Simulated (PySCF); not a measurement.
**Magnetic susceptibility: SMILES C(=O)(O)/C(=C/F)OC(F)(F)F, C4H2F4O3**

Geometry:
```
atom   x (Å)   y (Å)   z (Å)
  O1   2.091   0.655  -1.341
  C2   1.444   0.003  -0.567
  O3   1.676  -1.266  -0.269
  C4   0.271   0.551   0.180
  C5  -0.073   1.831   0.026
  F6  -1.088   2.395   0.648
  O7  -0.395  -0.312   1.058
  C8  -1.417  -0.992   0.551
  F9  -1.889  -1.816   1.470
 F10  -1.098  -1.726  -0.526
 F11  -2.431  -0.207   0.152
 H12   2.430  -1.612  -0.773
 H13   0.476   2.495  -0.627
```

Computed with GIAO KT3/pcSseg-1 magnetisability, rotational g tensor and spin-rotation constants, non-relativistic, gas phase (PySCF). Geometry: GFN2-xTB.

Q: What are the magnetisability and the molar susceptibility?

A: Isotropic -1159 × 10⁻³⁰ J/T², or -69.8 × 10⁻⁶ cm³/mol; principal values -1279, -1106, -1093 × 10⁻³⁰ J/T², anisotropy 180 × 10⁻³⁰ J/T² (root of half the summed squared differences of the principal values). The susceptibility is in cgs units.

Q: Split it along the inertial axes a, b, c into diamagnetic and paramagnetic parts about the centre of mass, with the quadrupole moment.

A: 
```csv
axis,χ (10⁻⁶ cm³/mol),diamagnetic (10⁻⁶ cm³/mol),paramagnetic (10⁻⁶ cm³/mol),summed x² of all electrons (Å²),quadrupole Θ (D Å)
a,-67.3,-838.6,771.3,240.8,-6.95
b,-66.7,-1183.8,1117.0,159.5,+9.40
c,-75.4,-1698.4,1622.9,38.2,-2.45
```
Anisotropies 2χaa − χbb − χcc = +7.6 and 2χbb − χaa − χcc = +9.2 × 10⁻⁶ cm³/mol. Θ is traceless in Buckingham's convention.

Q: And the rotational g tensor?

A: 
```
axis  rotational constant (GHz)        g  nuclear part  electronic part
   a                     1.4426  -0.0207        0.5021          -0.5227
   b                     0.9895  -0.0189        0.5003          -0.5192
   c                     0.6698  -0.0079        0.5028          -0.5107
```
Asymmetric top; isotopes 12C, 19F, 1H, 16O; no vibrational averaging.
